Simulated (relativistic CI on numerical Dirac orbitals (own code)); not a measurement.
Cu4+ in a cubic cluster: L2,3 absorption with charge transfer

Computed with a charge-transfer multiplet model of a cubic metal-ligand cluster with up to 3 ligand holes, Slater and spin-orbit integrals from Dirac-Coulomb-Breit ions, Slater integrals scaled by 0.7. The parameters are those of a tetrahedral site (10Dq negative, t2 hopping the larger). The ground state mixes d7 with configurations of k ligand holes L, whose averages lie at kΔ + k(k − 1)U_dd/2; a core hole lowers each added d electron by U_cd. 20 K, Lorentzian 0.4 eV and Gaussian 0.3 eV FWHM.

Atomic integrals in eV (Slater integrals scaled, ζ unscaled), ground: F2dd 10.358, F4dd 6.495, zeta_d 0.120; with the core hole: F2dd 10.861, F4dd 6.812, zeta_d 0.150, zeta_core 13.370, F2cd 6.618, G1cd 5.133, G3cd 2.922.

Cluster parameters (eV): Δ = -1.3, U_dd = 8.3, 10Dq = -0.15, 10Dq(ligand) = 0, V(eg) = 1.88, V(t2g) = -3.19, final-state hopping factor = 1.

| Case | n_d | d7 | d8L | d9L2 | d10L3 | S |
| --- | --- | --- | --- | --- | --- | --- |
| U_cd = 8.1 eV | 7.76 | 0.35 | 0.54 | 0.11 | 0.00 | 1.50 |
| U_cd = 9.3 eV | 7.76 | 0.35 | 0.54 | 0.11 | 0.00 | 1.50 |
| U_cd = 9.9 eV | 7.76 | 0.35 | 0.54 | 0.11 | 0.00 | 1.50 |
| U_cd = 11.1 eV | 7.76 | 0.35 | 0.54 | 0.11 | 0.00 | 1.50 |
| U_cd = 11.7 eV | 7.76 | 0.35 | 0.54 | 0.11 | 0.00 | 1.50 |

Weights, n_d and S are thermal averages at 20 K. Photon energies count from the first peak over 30 % of the highest in each spectrum, which can be another peak from case to case. The parameters are a model scan and need not match a compound or its usual spin state. Peaks in eV (height, largest 100):
- U_cd = 8.1 eV: 0.0 (100), 1.1 (36), 20.6 (29), 21.2 (20)
- U_cd = 9.3 eV: 0.0 (100), 1.0 (31), 20.4 (27), 21.1 (20)
- U_cd = 9.9 eV: 0.0 (100), 1.0 (29), 20.4 (26), 21.1 (21)
- U_cd = 11.1 eV: 0.0 (100), 8.7 (6), 20.3 (25), 21.0 (21)
- U_cd = 11.7 eV: 0.0 (100), 8.7 (8), 20.3 (25), 21.0 (22)

For the case U_cd = 9.9 eV, Δ = -1.3 eV is smaller than U_dd = 8.3 eV, the charge-transfer side of the Zaanen-Sawatzky-Allen scheme (negative Δ: between configuration averages a ligand hole costs less than the nominal valence; multiplet and field energies can change this for the lowest states). With the core hole the configuration with one ligand hole lies at Δ + U_dd − U_cd = -1.1, -2.3, -2.9, -4.1, -4.7 eV from the one without, in the order of the table; where this is negative the screened configuration lies lower, though the effective hopping of about 4.8 eV (from the holes of the mixed ground state) mixes the two strongly wherever it is as large as the gap.
